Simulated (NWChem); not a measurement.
# CaClF; SMILES [Cl][Ca][F]

```xyz
3

Ca     0.2682     0.5343     0.0000
F     -0.3307     2.3956     0.0000
Cl    -0.1405    -1.8969     0.0000
```
Atoms are numbered in this order, from 1.

Structure relaxed at the PBE0/def2-SVP level.

Symmetry labels are those of Cs in the frame above (b1 and b2, or b-type labels, depend on it).

**Question.** List the 4 lowest vertical singlet excitations from PBE/def2-SVPD, TDA (NWChem).

**Answer.** 
```
state  energy (eV)  oscillator strength  symmetry  leading excitation (squared amplitude)
-----  -----------  -------------------  --------  --------------------------------------
S1            4.13                0.019        a'                      HOMO → LUMO (1.00)
S2            4.16                0.022        a"                    HOMO−1 → LUMO (1.00)
S3            4.52                0.008        a'                    HOMO−2 → LUMO (1.00)
S4            5.48                0.000        a"                    HOMO → LUMO+1 (0.78)
```
